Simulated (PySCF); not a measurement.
C3H5O (SMILES [CH2]C(C)=O), doublet (typed; the unrestricted solution is spin-contaminated), at a GFN2-xTB geometry; MP2/6-311+G(2d,p) in PySCF.

Here is a job for PySCF.
```python
from pyscf import gto, scf, mp

mol = gto.M(
    atom='''
O     0.253309    0.185265    1.342228
C     0.029683    0.074760    0.137911
C    -0.050627    1.204155   -0.721500
C    -0.176417   -1.273658   -0.516814
H    -0.094675   -2.061920    0.225998
H    -0.246583    1.097264   -1.773129
H     0.086963    2.191279   -0.316161
H     0.572085   -1.426964   -1.291670
H    -1.160096   -1.313318   -0.980454
''',
    basis='6-311+g(2d,p)',
    charge=0,
    spin=1,
    verbose=4,
)

mf = scf.UHF(mol)
mf.kernel()

pt = mp.MP2(mf, frozen=4)
pt.kernel()
print('E(MP2) = %.10f' % pt.e_tot)
```

Output, abridged:

```
PySCF version 2.14.0

[INPUT] verbose = 4
[INPUT] num. atoms = 9
[INPUT] num. electrons = 31
[INPUT] charge = 0
[INPUT] spin (= nelec alpha-beta = 2S) = 1
[INPUT] symmetry False subgroup None
[INPUT] Mole.unit = angstrom
[INPUT] Symbol           X                Y                Z      unit          X                Y                Z       unit  Magmom
[INPUT]  1 O      0.253309000000   0.185265000000   1.342228000000 AA    0.478684634887   0.350100110468   2.536443316723 Bohr   0.0
[INPUT]  2 C      0.029683000000   0.074760000000   0.137911000000 AA    0.056092740555   0.141275925072   0.260614019565 Bohr   0.0
[INPUT]  3 C     -0.050627000000   1.204155000000  -0.721500000000 AA   -0.095671164508   2.275523161526  -1.363437398874 Bohr   0.0
[INPUT]  4 C     -0.176417000000  -1.273658000000  -0.516814000000 AA   -0.333379813717  -2.406864796361  -0.976636917341 Bohr   0.0
[INPUT]  5 H     -0.094675000000  -2.061920000000   0.225998000000 AA   -0.178909820843  -3.896464090763   0.427074324699 Bohr   0.0
[INPUT]  6 H     -0.246583000000   1.097264000000  -1.773129000000 AA   -0.465974336974   2.073528446345  -3.350728193524 Bohr   0.0
[INPUT]  7 H      0.086963000000   2.191279000000  -0.316161000000 AA    0.164336252971   4.140917172511  -0.597457701269 Bohr   0.0
[INPUT]  8 H      0.572085000000  -1.426964000000  -1.291670000000 AA    1.081083969972  -2.696571149614  -2.440902543317 Bohr   0.0
[INPUT]  9 H     -1.160096000000  -1.313318000000  -0.980454000000 AA   -2.192263718203  -2.481811334462  -1.852789537734 Bohr   0.0

nuclear repulsion = 112.598359307182
number of shells = 64
number of NR pGTOs = 200
number of NR cGTOs = 138
basis = 6-311+g(2d,p)
ecp = {}

******** <class 'pyscf.scf.uhf.UHF'> ********
method = UHF
initial guess = minao
damping factor = 0
level_shift factor = 0
DIIS = <class 'pyscf.scf.diis.CDIIS'>
diis_start_cycle = 1
diis_space = 8
diis_damp = 0
SCF conv_tol = 1e-09
SCF conv_tol_grad = None
SCF max_cycles = 50
direct_scf = True
direct_scf_tol = 1e-13
number electrons alpha = 16  beta = 15
Set gradient conv threshold to 3.16228e-05
init E= -191.936327363077

cycle= 1 E= -191.236358132977  delta_E=  0.7  |g|= 0.543  |ddm|= 1.59
cycle= 2 E= -191.307761364455  delta_E= -0.0714  |g|= 0.477  |ddm|= 0.707
cycle= 3 E= -191.391342784633  delta_E= -0.0836  |g|= 0.0594  |ddm|= 0.398
cycle= 4 E= -191.396291834256  delta_E= -0.00495  |g|= 0.0292  |ddm|= 0.112
cycle= 5 E= -191.398012788154  delta_E= -0.00172  |g|= 0.021  |ddm|= 0.051
cycle= 6 E= -191.399521065246  delta_E= -0.00151  |g|= 0.0152  |ddm|= 0.0496
cycle= 7 E= -191.40058624065  delta_E= -0.00107  |g|= 0.0113  |ddm|= 0.0416
cycle= 8 E= -191.401506551187  delta_E= -0.00092  |g|= 0.00657  |ddm|= 0.0497
cycle= 9 E= -191.401836593496  delta_E= -0.00033  |g|= 0.00228  |ddm|= 0.0413
cycle= 10 E= -191.401848129372  delta_E= -1.15e-05  |g|= 0.00105  |ddm|= 0.00545
cycle= 11 E= -191.401851941685  delta_E= -3.81e-06  |g|= 0.00032  |ddm|= 0.00449
cycle= 12 E= -191.401852145787  delta_E= -2.04e-07  |g|= 0.000137  |ddm|= 0.000735
cycle= 13 E= -191.401852176436  delta_E= -3.06e-08  |g|= 4.3e-05  |ddm|= 0.000455
cycle= 14 E= -191.401852179161  delta_E= -2.72e-09  |g|= 1.67e-05  |ddm|= 0.000188
cycle= 15 E= -191.401852179924  delta_E= -7.63e-10  |g|= 6.54e-06  |ddm|= 7.2e-05
Extra cycle  E= -191.401852179977  delta_E= -5.34e-11  |g|= 3.75e-06  |ddm|= 9.19e-06
converged SCF energy = -191.401852179977  <S^2> = 0.89206986  2S+1 = 2.1373534

******** <class 'pyscf.mp.ump2.UMP2'> ********
nocc = (np.int64(12), np.int64(11)), nmo = (134, 134)
frozen orbitals 4
E(UMP2) = -192.023733659901  E_corr = -0.62188147992396
E(SCS-UMP2) = -192.013577579967  E_corr = -0.611725399989638
E_corr(same-spin) = -0.155229664522054
E_corr(oppo-spin) = -0.466651815401906
E(MP2) = -192.0237336599
```
